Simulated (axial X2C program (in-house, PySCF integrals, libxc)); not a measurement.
# Outer orbitals of CoB at 1.671 Å, PBE0

Computed with an axial X2C code built on PySCF integrals. Spin-free means the one-electron spin-free X2C Hamiltonian; two-component (2c) means X2C with spin–orbit coupling and atomic mean-field two-electron Coulomb and Gaunt terms, so the difference of the two also holds small scalar two-electron terms. Basis: Co dyall-cv3z [9s10p6d3f2g], B dyall-v3z [7s6p2d1f] (cores contracted in-house); Gaussian nuclei, density fitting, unrestricted open shells. Masses: Co 58.933 u, B 11.009 u.

The distance is close to the 2c PBE0 minimum; the highest filled and lowest empty levels are listed.

Spin-free orbitals, state M_S = 1, Λ = 2 (beyond evenly filled blocks: σα, δ+α, δ+β, δ-α) (Löwdin shares):

| symmetry | occupied | ε (eV) | atomic character |
| --- | --- | --- | --- |
| σβ | yes | -11.59 | 48% B s, 22% Co d, 16% Co s |
| σα | yes | -11.31 | 45% B s, 30% Co d, 15% Co s |
| π+α | yes | -8.61 | 91% Co d, 7% B p |
| π-α | yes | -8.61 | 91% Co d, 7% B p |
| δ+α | yes | -8.57 | 100% Co d |
| δ-α | yes | -8.57 | 100% Co d |
| σα | yes | -7.90 | 59% Co d, 17% B s, 10% Co s |
| π+β | yes | -6.81 | 68% Co d, 28% B p, 2% Co p |
| δ+β | yes | -6.68 | 99% Co d |
| π-β | yes | -6.59 | 64% Co d, 32% B p, 3% Co p |
| σβ | yes | -6.55 | 65% Co d, 14% B s, 9% B p |
| σα | yes | -5.43 | 46% B p, 33% Co s, 13% Co p |
| σβ | no | -2.62 | 43% B p, 33% Co s, 15% Co p |
| π+α | no | -1.95 | 52% B p, 43% Co p, 5% Co d |
| π-α | no | -1.95 | 52% B p, 43% Co p, 5% Co d |
| π+β | no | -1.53 | 42% B p, 31% Co p, 26% Co d |

Spinors with spin–orbit coupling (state Ω = 3):

```csv
ω,occupied,ε (eV),atomic character,λ mixture
-1/2,yes,-11.59,"48% B s, 22% Co d, 16% Co s",100% σ
1/2,yes,-11.31,"45% B s, 30% Co d, 15% Co s",100% σ
-1/2,yes,-8.64,"91% Co d, 7% B p",100% π
-3/2,yes,-8.64,100% Co d,100% δ
3/2,yes,-8.57,"91% Co d, 8% B p",100% π
5/2,yes,-8.50,100% Co d,100% δ
1/2,yes,-7.90,"59% Co d, 17% B s, 10% Co s",100% σ
1/2,yes,-6.84,"68% Co d, 27% B p, 2% Co p",100% π
3/2,yes,-6.75,99% Co d,100% δ
-3/2,yes,-6.55,"63% Co d, 32% B p, 3% Co p",100% π
-1/2,yes,-6.55,"65% Co d, 14% B s, 9% B p",100% σ
1/2,yes,-5.43,"46% B p, 33% Co s, 13% Co p",100% σ
-1/2,no,-2.62,"43% B p, 33% Co s, 15% Co p",100% σ
-1/2,no,-1.96,"52% B p, 43% Co p, 5% Co d",100% π
3/2,no,-1.93,"52% B p, 43% Co p, 6% Co d",100% π
1/2,no,-1.55,"42% B p, 31% Co p, 26% Co d","99% π, 1% σ"
```

Mulliken charges and populations of the two-component result (they depend on the basis, above all on diffuse functions):

Co 0.14 e (s 6.82 p 12.18 d 7.86), B -0.14 e (s 3.68 p 1.40 d 0.05 f 0.01). ⟨Lz⟩ = 2.00 ħ and ⟨Sz⟩ = 1.00 ħ (1.09 and -0.09 on the two atoms), which add up to Ω.

The state is a single determinant with fixed occupations, the lowest that a limited PBE0 search found. Density functionals use the spin component along the axis (collinear). Other states lie close and PBE0, whose exact exchange favours high spin, may order them wrongly; the determinant shown need not be the ground state. The nearest other spin-free determinant of the search, M_S = 0, Λ = 2, lies 0.07 eV up at the distance of the search. Without a current term, density functionals place determinants with orbital angular momentum somewhat too high. With several unpaired electrons one determinant need not be a pure state. A state of lower Ω lies just above, and one determinant can place such states too high, so the state shown need not be the lowest. The search has Ω = 2 only 0.07 eV up. The determinant is spin-polarised beyond a pure state at some levels (its spin-free form has ⟨S²⟩ too high), which makes Re and μ there less reliable.
